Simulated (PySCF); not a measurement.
## Correlation energy of Al (aluminium, neutral)

[Ne] 3s2 4s1, 2S determinant (an excited configuration). Calculation: PySCF 2.14, in aug-cc-pCVTZ-DK with one added diffuse shell each of s, p, d, f type (9s8p6d4f, 91 functions); the spin-free X2C one-electron Hamiltonian (Gaussian nucleus). Frozen: 1s2; 11 electrons correlated.

```csv
level,correlation energy (mhartree)
CCSD,-328.60
(T),-4.19
CCSD(T),-332.79
```

Diagnostics: T1 = 0.017, D1 = 0.0750, largest double amplitude 0.089.

The outer electron is Rydberg-like, and this basis confines it to a smaller radius and binds it less than a complete one would.

Cost of the coupled-cluster step: about 60 core-seconds, for 11 correlated electrons.

Iterations:

```
CC2 = 0
CCSD nocc = (np.int64(6), np.int64(5)), nmo = (90, 90)
frozen orbitals [[0], [0]]
max_cycle = 100
direct = 0
conv_tol = 1e-08
conv_tol_normt = 1e-06
diis_space = 8
diis_start_cycle = 0
Init t2, MP2 energy = -0.315372448611416
Init E_corr(UCCSD) = -0.315372448724658
cycle = 1  E_corr(UCCSD) = -0.323610751739676  dE = -0.00823830302  norm(t1,t2) = 0.0563531
cycle = 2  E_corr(UCCSD) = -0.326840400372055  dE = -0.00322964863  norm(t1,t2) = 0.0265069
cycle = 3  E_corr(UCCSD) = -0.328745527824499  dE = -0.00190512745  norm(t1,t2) = 0.0143799
cycle = 4  E_corr(UCCSD) = -0.328617595753116  dE = 0.000127932071  norm(t1,t2) = 0.00260538
cycle = 5  E_corr(UCCSD) = -0.328590782823958  dE = 2.68129292e-05  norm(t1,t2) = 0.000715073
cycle = 6  E_corr(UCCSD) = -0.328598305419548  dE = -7.52259559e-06  norm(t1,t2) = 0.000327066
cycle = 7  E_corr(UCCSD) = -0.328593097258679  dE = 5.20816087e-06  norm(t1,t2) = 0.000125644
cycle = 8  E_corr(UCCSD) = -0.328595041453482  dE = -1.9441948e-06  norm(t1,t2) = 5.44422e-05
cycle = 9  E_corr(UCCSD) = -0.32859496876658  dE = 7.26869018e-08  norm(t1,t2) = 0.000101985
cycle = 10  E_corr(UCCSD) = -0.328596258690611  dE = -1.28992403e-06  norm(t1,t2) = 3.94449e-05
cycle = 11  E_corr(UCCSD) = -0.328596226224648  dE = 3.24659631e-08  norm(t1,t2) = 3.84861e-06
cycle = 12  E_corr(UCCSD) = -0.328596158396708  dE = 6.78279399e-08  norm(t1,t2) = 9.33548e-07
cycle = 13  E_corr(UCCSD) = -0.328596163065541  dE = -4.66883326e-09  norm(t1,t2) = 3.85969e-07
UCCSD converged
E(UCCSD) = -242.5349139588989  E_corr = -0.3285961630655412
UCCSD(T) correction = -0.00418724216817832
```
